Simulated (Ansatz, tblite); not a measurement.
Cost and result up the ladder for WO2(NH2)2 (WN₂O₂H₄) (9 atoms). Charge 0, multiplicity 1. Geometry: B3LYP-D4/def2-SVP.

```xyz
9

W     0.630    0.065   -0.156
O     1.842   -1.041    0.372
O     1.223    1.355   -1.131
N    -0.193    0.852    1.436
H    -0.577    1.793    1.480
H    -0.220    0.406    2.350
N    -0.668   -0.940   -1.223
H    -0.840   -1.939   -1.129
H    -1.199   -0.551   -1.999
```

Ansatz on 4 threads of Arm Neoverse V1 on a shared host; xTB runs through tblite on one thread. Times are rough, summed over both states, and most runs start from the orbitals of an earlier one. PBE0-D4/def2-TZVP serves as the yardstick here, not as an exact answer. The other state is a triplet.

In the def2 sets W takes a core potential; there is no spin–orbit coupling. The xTB rows come from tblite.

xTB has no spin-polarisation term.

| level | functions | wall time |
| --- | --- | --- |
| GFN1-xTB | 33 | 0.011 s |
| GFN2-xTB | 29 | 0.011 s |
| PBE-D4/def2-TZVP | 188 | 10 s |
| PBE0-D4/def2-TZVP (with forces) | 188 | 22 s |

Q: Estimate what each level gives for the vertical triplet (eV).

A: 
```csv
level,vertical triplet (eV),difference from PBE0-D4/def2-TZVP (eV)
GFN1-xTB,5.06,0.49
GFN2-xTB,4.58,0.01
PBE-D4/def2-TZVP,4.44,-0.13
PBE0-D4/def2-TZVP (with forces),4.57,0.00
```
